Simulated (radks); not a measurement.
Polarisability of neutral hydrogen, 1s1, at imaginary frequency. Method: scalar-relativistic Kohn-Sham, LDA (Slater exchange, VWN5 correlation), spin-unpolarised, spherical densities, finite nucleus; Gaussian nuclear charge, rms radius 0.8783 fm; without spin polarisation the odd electron is poorly described; computed with a radial shooting solver on a logarithmic mesh with Libxc functionals. Response by self-consistent Sternheimer equations with the Hartree and adiabatic LDA kernel, the relativistic mass of each level held fixed and spin-orbit coupling left out.

w (hartree)  alpha1(iw) (bohr^3)  alpha2(iw) (bohr^5)
0.00266                    7.536                39.63
0.0143                     7.519                39.57
0.0360                     7.427                39.25
0.0697                     7.145                38.25
0.118                      6.525                35.94
0.186                      5.487                31.74
0.280                      4.155                25.65
0.413                      2.817                18.62
0.605                      1.719                12.06
0.892                     0.9495                6.945
1.35                      0.4713                3.539
2.12                      0.2056                1.564
3.59                     0.07490               0.5725
6.94                     0.02050               0.1567
17.5                    0.003242              0.02475

Static values: alpha1 = 7.537 bohr^3 (1.117 angstrom^3; uncoupled 7.570), alpha2 = 39.63 bohr^5, alpha3 = 509.8 bohr^7. C6 = 13.45, C8 = 391.0, triple-dipole C9 = 74.46 atomic units. One-pole (London) frequency 4 C6 / (3 alpha1^2) = 0.316 hartree, against 0.233 for minus the highest occupied eigenvalue. Recommended static value: 4.50711 bohr^3 (Schwerdtfeger and Nagle, 2023 table).
